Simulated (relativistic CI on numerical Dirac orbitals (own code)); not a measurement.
# Os⁷⁺ (5d) in a crystal field

Calculated by Dirac-Coulomb-Breit CI, separate exchange-only KLI orbitals for each configuration, model QED (radiative potential, 1s self-energy scaled to tabulated hydrogen-like ionisation energies), one configuration in a parametric crystal field, unscaled Slater integrals (own radial code).

Field parameters in Wybourne normalisation: Oh B⁴₀ = 21Dq, B⁴₄ = √(5/14) B⁴₀. The field is a parameter set, without covalency.

S and J are read from ⟨S²⟩ = S(S + 1) and ⟨J²⟩ = J(J + 1) of each level; they are not fictitious spins.

Oh, 10Dq = 10000 cm⁻¹, the lowest 3 levels:

```json
{"E (cm⁻¹)": "0.0", "Degeneracy": "4", "Irrep": "Γ8", "S": "0.50", "J": "1.60"}
{"E (cm⁻¹)": "10313", "Degeneracy": "2", "Irrep": "Γ7", "S": "0.50", "J": "2.50"}
{"E (cm⁻¹)": "17784", "Degeneracy": "4", "Irrep": "Γ8", "S": "0.50", "J": "2.43"}
```

Oh, 10Dq = 18000 cm⁻¹, the lowest 3 levels:

```tsv
E (cm⁻¹)	Degeneracy	Irrep	S	J
0.0	4	Γ8	0.50	1.69
9477	2	Γ7	0.50	2.50
24112	4	Γ8	0.50	2.36
```

The free-ion ground term has S = 1/2. Every field shown keeps that spin.

Levels of this model without a field, named by their leading LS term: 2D_3/2 0, 2D_5/2 12842 cm⁻¹.
